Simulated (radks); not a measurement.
The numbers below are computed, except where a source is named.
Removal energies from the hafnium ion Hf12+, [Kr] 4d10 4f11 5s2 5p1, by Delta-SCF beside the eigenvalue of the level emptied. Level of theory: scalar-relativistic Kohn-Sham, PBEsol, spin-polarised, spherical densities, finite nucleus; Fermi nuclear charge, rms radius of each element as measured or else 0.836 A^(1/3) + 0.57 fm (a radial shooting solver on a logarithmic mesh with Libxc functionals). Open shells are filled with parallel spins first.

removed from     final configuration  Delta-SCF (eV)  -eigenvalue (eV)
5p                [Kr] 4d10 4f11 5s2          241.13            231.50
4f            [Kr] 4d10 4f10 5s2 5p1          261.62            245.20
5s            [Kr] 4d10 4f11 5s1 5p1          279.12            268.90
4d             [Kr] 4d9 4f11 5s2 5p1          456.72            439.69
